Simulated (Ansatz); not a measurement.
Molecule: YO2 (charge 0, doublet). The spin state was set by rule; other spins were not relaxed. 
Structure (B3LYP-D3(BJ)/def2-TZVP (Ansatz, a first-principles code) minimum search):
```
Y
O 1 1.9129
O 1 1.9129 2 125.64
```
Charge 0, spin multiplicity 2.

Question: Give the harmonic wavenumbers at B3LYP-D3(BJ)/def2-TZVP (Ansatz, finite differences of forces, unscaled).

Answer: 115, 250, 696 cm⁻¹. Zero-point energy 1.5 kcal/mol.

Question: From these and the geometry, give the ideal-gas thermochemistry at 298.15 K and 1 atm (rigid rotor, harmonic oscillator).

Answer: Point group C2v, rotational symmetry number 2. Rotational constants 28.13, 5.454, 4.569 GHz. S(trans) 40.28, S(rot) 22.27, S(vib) 5.23, S(elec, spin only) 1.38, S 69.2 cal/(mol K). H(298) - H(0) 3.19 kcal/mol; G - E(el) -15.9 kcal/mol.
